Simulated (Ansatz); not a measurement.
The cluster V₃O₂⁺, relaxed as a singlet with RKS PBE-D4/def2-SVP in Ansatz, starting from the GFN2-xTB geometry. Force threshold 0.02 eV/Å.

The relaxation made no stability test and no search for a lower SCF solution. No other spin state of charge 1 was run. The structure comes from a short search, and lower isomers may exist.

Start:

Cartesian coordinates in Å:
```
V 0.036 -1.543 -0.624
V -1.089 0.981 0.630
V 1.628 0.045 -0.345
O -1.116 -0.565 0.021
O 0.540 1.083 0.317
```

(1) Estimate the energy that the relaxation releases and the steps that it takes.

(2) Does the start keep its bonding?

(3) Predict the relaxed structure.

Results:

(1) 70.8 kcal/mol, in 28 steps; 47 s on 4 threads of Arm Neoverse V2 on a shared host. No frequencies were taken in this run, so the end may be a saddle point.

(2) By distances, no bond broke or formed. The bond that changes most is V3–O5, from 1.64 to 1.96 Å (atoms count from 1). A close non-bonded pair moves further: V2–V3, from 3.03 to 2.16 Å. The end is the same structure that another start reached, the lowest one found.

(3) 
| atom | x (Å) | y (Å) | z (Å) |
| --- | --- | --- | --- |
| V1 | 0.0946 | -1.4292 | -0.5407 |
| V2 | -0.7002 | 0.8860 | -0.0432 |
| V3 | 1.2356 | 0.1841 | -0.6904 |
| O4 | -1.2717 | -0.7448 | 0.3356 |
| O5 | 0.6417 | 1.1040 | 0.9388 |
Bond lengths (bridged metal pairs left out): 4 × O–V 1.68 to 1.96 Å; 1 × V–V 1.98 Å.
